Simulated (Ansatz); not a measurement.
`[SeH][SiH]1CS1` + `[SnH4]` → `[SeH][SnH3]` + `C1[SiH2]S1`  (formal exchange of groups at the Se–Si bond)

Program: Ansatz. Geometries: PBE0-D4/def2-TZVP. ΔE: electronic, gas phase. CBS: MP2 limit from def2 TZ/QZ plus the TZ coupled-cluster correction, frozen cores. Functionals use def2-TZVPP. B3LYP here is the variant with VWN-RPA as its local correlation; programs differ in this. Elements past krypton have def2 core potentials. For Se, Sn outer-core shells are correlated without core-valence functions, which leaves a few kJ/mol of doubt a bond. Scalar relativity is left out up to krypton. One conformer a species, not always the lowest.

```csv
level,ΔE (kJ/mol),difference from CCSD(T)/CBS
r2SCAN-D4,-5.9,7.3
B3LYP-D4,-9.2,4.0
ωB97X-V,-8.7,4.5
PBE,-7.3,5.9
PBE0,-8.7,4.5
HF/def2-TZVPP,-20.7,-7.5
MP2/def2-TZVPP,-5.0,8.2
CCSD/def2-TZVPP,-7.8,5.4
HF/def2-QZVPP,-22.0,-8.8
MP2/CBS(def2),-12.6,0.6
CCSD(T)/CBS,-13.2,0
```

Largest T1 diagnostic among the species: 0.013.

The D4 term adds +5.0 kJ/mol with B3LYP and +2.8 kJ/mol with PBE0; it sums over pairs of atoms, weighted by their polarisabilities, and B3LYP, whose exchange is more repulsive, gets the larger term. In def2-TZVPP, CCSD(T) changes the Hartree–Fock value by +15.2 kJ/mol (the triples alone add +2.2 kJ/mol) and MP2 by +15.8 kJ/mol.
